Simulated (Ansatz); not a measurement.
Ansatz (a program for electronic structure) input (SVWN5/def2-TZVP):

Ansatz 0.2 input:
```yaml
crystal:
  periodic: [false, false, false]
  atoms:
    - {symbol: Sc, position_ang: [0.27481377, -0.10347922, 0.27052579]}
    - {symbol: O, position_ang: [0.94161406, 0.30633831, -1.41932257]}
    - {symbol: H, position_ang: [0.99024011, 0.56062880, -2.33921172]}
    - {symbol: O, position_ang: [-1.48255231, -0.10265176, 0.88682468]}
    - {symbol: H, position_ang: [-2.43382323, -0.01705759, 0.91815310]}
basis:
  gaussian:
    orbitals: def2-TZVP
hamiltonian:
  xc: {name: SVWN5}
magnetization: {spin_polarized: true, initial_magnetization: 1}
relax: {f_tol: 0.003, max_steps: 100}
```

End of the output:

```
integrals: 0.04 GiB planned
838 factors; their error is unknown
mean field: 0.38 GiB planned
mean field evaluation 128: about -24749.2242 eV, gradient 5.0e-5 eV
mean field evaluation 160: about -24748.7068 eV, gradient 2.3e0 eV
mean field -24749.22416472 eV, -909.5172124270 hartree, gradient 8.4e-5 eV, S^2 0.751207; 5 other end points of the search recorded, 0 dependent functions left out
the calculation of the forces begins
reference -24749.22421515 eV, -909.5172142801 hartree; 20, 19 occupied and 99, 100 virtual orbitals, 838 factors
Total energy: -24749.22421515 eV, -909.5172142801 hartree
Atom 0 at     0.329584    -0.124103     0.324442 Å, force    -0.000609     0.000229    -0.000599 eV/Å
Atom 1 at     0.896408     0.294862    -1.362651 Å, force     0.000116    -0.000153     0.000501 eV/Å
Atom 2 at     0.870372     0.559187    -2.291855 Å, force    -0.000154    -0.000020     0.000124 eV/Å
Atom 3 at    -1.423226    -0.096492     0.844053 Å, force     0.000515    -0.000085     0.000121 eV/Å
Atom 4 at    -2.382845     0.010325     0.802981 Å, force     0.000131     0.000028    -0.000147 eV/Å
Dipole moment:    -0.095118     0.035816    -0.093634 e Å
```

The spin state was set by rule; other spins were not relaxed.
